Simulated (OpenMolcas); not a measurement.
# Os2+: moving or changing the point charges

Os2+ among 3 point charges of -2 e arranged as a planar triangle (D3h), 2.07 Å from the ion.

```
Program             : OpenMolcas
Method              : CASSCF
Basis               : ANO-RCC-VDZP [7s6p4d2f1g]
Scalar Hamiltonian  : DKH2, point nucleus
Active space        : 6 electrons in 5 orbitals (5d)
State averaging     : 2S+1 = 5 even, 5 roots; 2S+1 = 3 even, 45 roots; 2S+1 = 1 even, 50 roots
Spin-orbit coupling : state interaction with AMFI integrals over the reference wave functions
```

Runs around this geometry, states (labels of D3, the rotations of D3h). Energies in cm-1 above the lowest state or level, χT in cm3 K/mol.

```csv
R (Å),q (e),Ground state,First state of that spin,First gap with spin-orbit (degeneracies),χT at 300 K,First state of another spin
2.07,-1.3,5A1,5E 4329,"400.4 (1, 2)",3.497,3E 15750
2.07,-2,5A1,5E 9815,"622.2 (1, 2)",2.270,3A2 13774
2.16,-2,5A1,5E 8286,"569.8 (1, 2)",2.536,3A2 14872
```

Taking the first state of the same spin as R^-n, n = -ln(8286 / 9815) / ln(2.16 / 2.07) = 4.0 between the shortest and longest distance.

Scaling the charges by -1.3 / -2 = 0.65 scales the first state of the same spin by 4329 / 9815 = 0.44; with fixed orbitals a first-order splitting would follow the charge.

Without dynamic correlation the repulsion within the d shell is too large (B by tens of per cent), so at a given field states of lower spin stand too high. Point charges give a weaker field than real ligands, and real ions of this kind are as a rule low spin; the high spin found here belongs to the model. This is an electrostatic model: the charges have no orbitals. No measured value stands beside these numbers.
